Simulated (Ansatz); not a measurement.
`O[SiH2][Si](O)(F)F` + H–F → `O[Si](F)(F)F` + silanol  (cleavage of the Si–Si bond)

Calculated with Ansatz (gas phase, PBE0-D4/def2-TZVP geometries, no zero-point term in ΔE). CBS: MP2 limit from def2 TZ/QZ plus the TZ coupled-cluster correction, frozen cores. This one scheme is used for every species. DFT in def2-TZVPP. Each species was taken in one conformer, which may not be the lowest.

`O[SiH2][Si](O)(F)F`:

Z-matrix (Å, degrees):
```
Si
Si 1 2.342
O 1 1.649 2 110.5
H 1 1.489 2 107.8 3 123.0
H 1 1.481 2 110.4 3 -117.5
F 2 1.597 1 109.4 3 -46.5
O 2 1.622 1 109.9 3 -167.9
F 2 1.593 1 113.2 3 69.1
H 3 0.958 1 117.9 2 54.5
H 7 0.959 2 120.6 1 -172.7
```

H–F:

Z-matrix (Å, degrees):
```
F
H 1 0.920
```

`O[Si](F)(F)F`:

Cartesian coordinates in Å:
```
O -1.169 -0.375 0.338
Si 0.351 0.058 0.063
F 0.481 1.576 -0.323
F 1.006 -0.765 -1.105
F 1.161 -0.199 1.377
H -1.829 -0.294 -0.351
```

`O[SiH3]`:

```xyz
6

O     0.414    0.246    1.188
Si   -0.169    0.091   -0.346
H     0.809   -0.525    1.596
H     0.903   -0.297   -1.304
H    -0.712    1.420   -0.710
H    -1.245   -0.934   -0.424
```

| level | ΔE (kJ/mol) |
| --- | --- |
| PBE-D4 | -137.1 |
| PBE0-D4 | -148.8 |
| MP2/def2-TZVPP | -174.6 |
| CCSD/CBS(def2) | -170.9 |

(1) What does CCSD(T)/CBS give? (Best estimate.)

Largest T1 diagnostic among the species: 0.012.

Results:

(1) Ansatz gave: -166.3 kJ/mol. The listed levels differ from it by 29.2, 17.5, -8.3, -4.6 kJ/mol.

In def2-TZVPP, CCSD(T) changes the Hartree–Fock value by +30.8 kJ/mol (the triples alone add +4.6 kJ/mol) and MP2 by +26.9 kJ/mol. The D4 term adds +9.6 kJ/mol with B3LYP and +5.5 kJ/mol with PBE0; it sums over pairs of atoms, weighted by their polarisabilities, and B3LYP, whose exchange is more repulsive, gets the larger term. From PBE to PBE0 (25 % exact exchange), in def2-TZVPP and without D4, ΔE moves by −11.2 kJ/mol.

B3LYP here is the variant with VWN-RPA as its local correlation; programs differ in this.
